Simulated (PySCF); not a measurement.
PySCF 2.14 output of a UHF calculation on a single atom or ion in aug-cc-pVDZ (3s2p, 9 functions), with no relativity, point nucleus:

```
SCF conv_tol = 1e-09
number electrons alpha = 2  beta = 0
cycle= 1 E= -1.95394613988764  delta_E= -3.25e-11  |g|= 1.22e-06  |ddm|= 1.12e-05
converged SCF energy = -1.95394613988764  <S^2> = 2  2S+1 = 3
```

The run itself started from symmetry-adapted Hartree-Fock orbitals and held the occupation by maximum overlap, so the iterations belong to that start.

Problem. Which element, charge and spin multiplicity is this?

Solution. He (helium, neutral), multiplicity 3; the state was 1s1 2p1, high-spin 3P determinant (an excited configuration).

The outer electron is Rydberg-like, and this basis confines it to a smaller radius and binds it less than a complete one would. At UHF the highest occupied level has a positive energy, so only the finite basis holds that electron; for this excited configuration the basis is too tight for the outer shell.
